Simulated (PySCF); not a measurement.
SMILES C#CCO, singlet (B3LYP/def2-SVP optimised geometry):

```
8

C      1.076     0.642     0.000
C     -0.135     0.642     0.000
C     -1.604     0.603    -0.036
O     -2.150    -0.659     0.280
H      2.150     0.649     0.012
H     -1.942     0.968    -1.029
H     -2.006     1.313     0.706
H     -1.750    -1.313    -0.309
```

Computed with B3LYP/def2-TZVP (PySCF).

Q: What are the frontier orbital energies and the dipole moment?

A: HOMO-2 -8.44 eV, HOMO-1 -7.92 eV, HOMO -7.65 eV, LUMO -0.01 eV, LUMO+1 0.69 eV; dipole moment 1.39 D.

Meta-Löwdin charges at B3LYP/def2-TZVP: C1 -0.21, C2 -0.05, C3 0.02, O4 -0.52, H5 0.17, H6 0.12, H7 0.14, H8 0.34.
